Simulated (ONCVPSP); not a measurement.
# Which change was made? (Au, ONCV)

| Property | Result |
| --- | --- |
| Element | gold (Au) |
| Generator | ONCVPSP 4.0.1 |
| Type | optimised norm-conserving Vanderbilt (ONCV) |
| Functional | revPBE |
| Relativity | scalar-relativistic |
| Frozen core | [Kr] 4d10 4f14 |
| Valence charge | 19 |
| Reference configuration | 5s2 5p6 5d8 (charge +3) |
| Partial waves | 5s: rc 1.55 bohr, ncon 4, nbas 7, qcut 5.8 1/bohr, 2 projectors, debl 1 Ha; 5p: rc 1.65 bohr, ncon 4, nbas 7, qcut 8.9 1/bohr, 2 projectors, debl 3.3 Ha; 5d: rc 2.05 bohr, ncon 4, nbas 9, qcut 6.2 1/bohr, 1 projector; f scattering state at 0.09 Ha: rc 2.05 bohr, ncon 3, nbas 6, qcut 5.2 1/bohr, 2 projectors, debl 0.7 Ha |
| Local potential | polynomial inside 1.10 bohr (lpopt 5, dvloc0 6 Ha) |
| Core correction | Teter function, fcfact 1.5, rcfact 1.65 |

In the s channel the program set the typed energies aside and used -5.312, 0.050 Ha. In the p channel the program set the typed energies aside and used -3.513, 0.250 Ha.

Cutoffs, loose and tight: the cutoffs (Ha) at which the residual kinetic energy of the hardest occupied pseudo-wave falls to 1 and 0.1 mHa per electron. They do not see the model core or the augmentation charge, which bear on the density cutoff. Test errors are all-electron minus pseudo excitation energies from the reference, over the configurations 5s2 5p6 5d10 6s1; 5s2 5p6 5d10; 5s2 5p6 5d9; 5s2 5p6 5d10 6p1; variants that change the core or the reference have their own tests.

The base gives: outcome: generated, projector energies reset by the program; cutoff, loose: 21 Ha; cutoff, tight: 50 Ha; bound ghosts: none; GHOST(+) flags above zero: s, f; largest test error (meV): +13.

(1) After one change the result is: outcome: generated, projector energies reset by the program; cutoff, loose: 21 Ha; cutoff, tight: 59 Ha; bound ghosts: none; GHOST(+) flags above zero: s, f; largest test error (meV): +21. Which change was it?
A. d: rc 2.48
B. d: rc 2.88
C. d: rc 1.72

Results:

(1) C. The others give: d: rc 2.88 → outcome: generated, projector energies reset by the program; cutoff, loose: 21 Ha; cutoff, tight: 50 Ha; bound ghosts: none; GHOST(+) flags above zero: s, d, f; largest test error (meV): +126 | d: rc 2.48 → outcome: generated, projector energies reset by the program; cutoff, loose: 21 Ha; cutoff, tight: 50 Ha; bound ghosts: none; GHOST(+) flags above zero: s, f; largest test error (meV): +44.
